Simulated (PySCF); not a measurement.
C4H10O2Sb, charge +1, singlet, geometry from GFN2-xTB (all electrons, no relativity); CASSCF(2,4)/STO-3G in PySCF.

Here is a job for PySCF.
```python
from pyscf import gto, scf, mcscf
import numpy

mol = gto.M(
    atom='''
Sb   -0.17472342    1.06274521   -0.05311704
O    -1.32545397   -0.26170264    0.61521312
C    -1.29624570   -1.65724452    0.93302930
C    -2.29802133   -1.90321760    2.04644675
H    -1.58887350   -2.21119943    0.03444404
H    -0.28990341   -1.96296229    1.23637343
H    -3.28778897   -1.57359088    1.74432673
H    -2.33309012   -2.96698336    2.26529993
H    -2.00954720   -1.36511415    2.94489593
O     1.37824338    0.14614729   -0.57240060
C     1.83976249   -1.19839292   -0.73431903
C     2.71585553   -1.25004173   -1.97361689
H     2.43158775   -1.44532966    0.15370422
H     1.00072861   -1.89537622   -0.81637950
H     3.52858631   -0.53426058   -1.89193923
H     3.13461169   -2.24789057   -2.07166011
H     2.13416223   -1.01947494   -2.86183753
''',
    basis='sto-3g',
    charge=1,
    verbose=4,
)

mf = scf.RHF(mol)
mf.kernel()
mc = mcscf.CASSCF(mf, 4, 2)
mc.fix_spin_(ss=0.0)
mc.kernel()
occ = numpy.linalg.eigvalsh(mc.fcisolver.make_rdm1(mc.ci, mc.ncas, mc.nelecas))[::-1]
ss = mc.fcisolver.spin_square(mc.ci, mc.ncas, mc.nelecas)[0]
print('natural occupations', occ.round(4), ' <S^2>', round(ss, 4))
```

It wrote (shortened):

```
PySCF version 2.14.0

[INPUT] verbose = 4
[INPUT] num. atoms = 17
[INPUT] num. electrons = 100
[INPUT] charge = 1
[INPUT] spin (= nelec alpha-beta = 2S) = 0
[INPUT] symmetry False subgroup None
[INPUT] Mole.unit = angstrom
[INPUT] Symbol           X                Y                Z      unit          X                Y                Z       unit  Magmom
[...]
nuclear repulsion = 703.111728360603
number of shells = 39
number of NR pGTOs = 201
number of NR cGTOs = 67
basis = sto-3g
ecp = {}

******** <class 'pyscf.scf.hf.RHF'> ********
method = RHF
initial guess = minao
damping factor = 0
level_shift factor = 0
DIIS = <class 'pyscf.scf.diis.CDIIS'>
diis_start_cycle = 1
diis_space = 8
diis_damp = 0
SCF conv_tol = 1e-09
SCF conv_tol_grad = None
SCF max_cycles = 50
direct_scf = True
direct_scf_tol = 1e-13
Set gradient conv threshold to 3.16228e-05
Initial guess from minao.
init E= -6536.86983891287
[...]
cycle= 1 E= -6554.20142686425  delta_E= -17.3  |g|= 0.552  |ddm|= 5.02
[...]
cycle= 2 E= -6554.3176918679  delta_E= -0.116  |g|= 0.177  |ddm|= 0.976
[...]
cycle= 3 E= -6554.32900228394  delta_E= -0.0113  |g|= 0.0483  |ddm|= 0.297
[...]
cycle= 4 E= -6554.33013040008  delta_E= -0.00113  |g|= 0.0108  |ddm|= 0.0988
[...]
cycle= 5 E= -6554.33023899417  delta_E= -0.000109  |g|= 0.00508  |ddm|= 0.0309
[...]
cycle= 6 E= -6554.33026834994  delta_E= -2.94e-05  |g|= 0.00263  |ddm|= 0.0178
[...]
cycle= 7 E= -6554.33027595778  delta_E= -7.61e-06  |g|= 0.00119  |ddm|= 0.00927
[...]
cycle= 8 E= -6554.33027822655  delta_E= -2.27e-06  |g|= 0.000323  |ddm|= 0.00674
[...]
cycle= 9 E= -6554.33027846369  delta_E= -2.37e-07  |g|= 0.00014  |ddm|= 0.00209
[...]
cycle= 10 E= -6554.33027851386  delta_E= -5.02e-08  |g|= 5.21e-05  |ddm|= 0.00103
[...]
cycle= 11 E= -6554.33027852049  delta_E= -6.64e-09  |g|= 1.65e-05  |ddm|= 0.000406
[...]
cycle= 12 E= -6554.33027852107  delta_E= -5.71e-10  |g|= 3.71e-06  |ddm|= 0.000126
[...]
Extra cycle  E= -6554.33027852103  delta_E= 3.46e-11  |g|= 1.73e-06  |ddm|= 1.02e-05
converged SCF energy = -6554.33027852103

******** <class 'pyscf.mcscf.mc1step.CASSCF'> ********
CAS (1e+1e, 4o), ncore = 49, nvir = 14
max_cycle_macro = 50
max_cycle_micro = 4
conv_tol = 1e-07
conv_tol_grad = None
orbital rotation max_stepsize = 0.02
orbital rotation threshold for CI restart = 0.01
augmented hessian ah_max_cycle = 30
augmented hessian ah_conv_tol = 1e-12
augmented hessian ah_linear dependence = 1e-14
augmented hessian ah_level shift = 1e-08
[...]
CASCI E = -6554.33967646008  S^2 = 0.0000000
[...]
macro iter  11 ( 17 JK    4 micro), CASSCF E = -6554.35100860805  dE =  7.06105748e-05  S^2 = 0.0000000
               |grad[o]|=0.00545  |grad[c]|=0.00445  |ddm|=0.0376  |maxRot[o]|=0.0399
macro iter  12 ( 21 JK    4 micro), CASSCF E = -6554.35166545107  dE = -6.56843022e-04  S^2 = 0.0000000
               |grad[o]|=0.0101  |grad[c]|=0.000843  |ddm|=0.0207  |maxRot[o]|=0.0566
macro iter  13 ( 15 JK    4 micro), CASSCF E = -6554.35213997360  dE = -4.74522531e-04  S^2 = 0.0000000
               |grad[o]|=0.00501  |grad[c]|=0.00154  |ddm|=0.0378  |maxRot[o]|=0.0463
macro iter  14 ( 14 JK    4 micro), CASSCF E = -6554.35227757510  dE = -1.37601502e-04  S^2 = 0.0000000
               |grad[o]|=0.00419  |grad[c]|=0.00271  |ddm|=0.0294  |maxRot[o]|=0.0148
macro iter  15 ( 14 JK    4 micro), CASSCF E = -6554.35241663959  dE = -1.39064487e-04  S^2 = 0.0000000
               |grad[o]|=0.00425  |grad[c]|=0.00262  |ddm|=0.0166  |maxRot[o]|=0.0172
macro iter  16 ( 17 JK    4 micro), CASSCF E = -6554.35241138068  dE =  5.25890846e-06  S^2 = 0.0000000
               |grad[o]|=0.00367  |grad[c]|=0.00392  |ddm|=0.0126  |maxRot[o]|=0.00798
macro iter  17 ( 19 JK    4 micro), CASSCF E = -6554.35266958020  dE = -2.58199526e-04  S^2 = 0.0000000
               |grad[o]|=0.00454  |grad[c]|=0.00103  |ddm|=0.0083  |maxRot[o]|=0.0445
macro iter  18 ( 10 JK    4 micro), CASSCF E = -6554.35273357072  dE = -6.39905193e-05  S^2 = 0.0000000
               |grad[o]|=0.00231  |grad[c]|=0.000531  |ddm|=0.0122  |maxRot[o]|=0.0213
macro iter  19 ( 12 JK    4 micro), CASSCF E = -6554.35274785775  dE = -1.42870313e-05  S^2 = 0.0000000
               |grad[o]|=0.00103  |grad[c]|=0.00024  |ddm|=0.00592  |maxRot[o]|=0.0119
macro iter  20 ( 11 JK    4 micro), CASSCF E = -6554.35274913729  dE = -1.27953354e-06  S^2 = 0.0000000
               |grad[o]|=0.000361  |grad[c]|=7.68e-05  |ddm|=0.00196  |maxRot[o]|=0.00403
macro iter  21 (  4 JK    1 micro), CASSCF E = -6554.35274916468  dE = -2.73967089e-08  S^2 = 0.0000000
               |grad[o]|=0.000113  |grad[c]|=4.91e-05  |ddm|=0.000223  |maxRot[o]|=0.0012
1-step CASSCF converged in  21 macro (318 JK  81 micro) steps
CASSCF canonicalization
Density matrix diagonal elements [1.78800923e+00 2.09650526e-01 1.71033772e-03 6.29902465e-04]
CASSCF energy = -6554.35274916468
CASCI E = -6554.35274916468  E(CI) = -1.66635055576535  S^2 = 0.0000000
natural occupations [1.8402e+00 1.5920e-01 4.0000e-04 1.0000e-04]  <S^2> 0.0
```
